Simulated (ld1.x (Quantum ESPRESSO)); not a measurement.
# Ranking TM potentials for ruthenium

All share these settings but for the change named:

```
Element                 : ruthenium (Ru)
Generator               : ld1.x (Quantum ESPRESSO) 7.5
Type                    : norm-conserving Troullier–Martins (Kleinman–Bylander form)
Functional              : PBE
Relativity              : fully relativistic
Frozen core             : [Kr]
Valence charge          : 8
Reference configuration : 4d6 5s2 5p0
Partial waves           : 5s (bound): rc 2.30 bohr; 4d (bound): rc 1.80 bohr; 5p (bound, empty): rc 2.80 bohr
Local potential         : the p channel
Core correction         : none
```

Open shells are filled in proportion to 2j + 1 (rel_dist='average').

Cutoff: the first of the cutoffs (Ry, on a coarse ladder) from which the occupation-weighted sum of valence levels, in a spherical-Bessel basis at the reference potential, stays within 10 and 1 mRy of its value at 400 Ry; the density cutoff is not measured.

The base gives 50 Ry.

Of 9 variants that were run, those that failed, showed a ghost or another fault, or gave nearly equal values are left out.

A variant can come out equal or close to the base.

(1) Rank these variants from softest to hardest (loose cutoff).
A. all radii scaled by about 1.30 (s 2.98, p 3.62, d 2.34 bohr)
B. all radii scaled by about 0.76 (s 1.74, p 2.12, d 1.36 bohr)
C. all radii scaled by about 0.94 (s 2.18, p 2.64, d 1.70 bohr)

Results:

(1) A (40 Ry), C (50 Ry), B (60 Ry).
